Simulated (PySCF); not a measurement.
GeTe, SMILES [Te]=[Ge] (connectivity only; charge and spin as stated), neutral, multiplicity 1.

Coordinates come from a PBE-D3(BJ)/def2-TZVP optimisation. The def2 effective core potentials stand for the cores of Te; spin–orbit coupling is left out.

Calculation: PySCF with PBE-D3(BJ)/def2-TZVP.

Frequencies are harmonic and unscaled.

Computed normal modes with their intensities:
| mode | ν (cm⁻¹) | IR (km/mol) | moving atoms (share of kinetic energy) |
|---|---|---|---|
| 1 | 318 | 11.2 | Ge 64 %, Te 36 % |
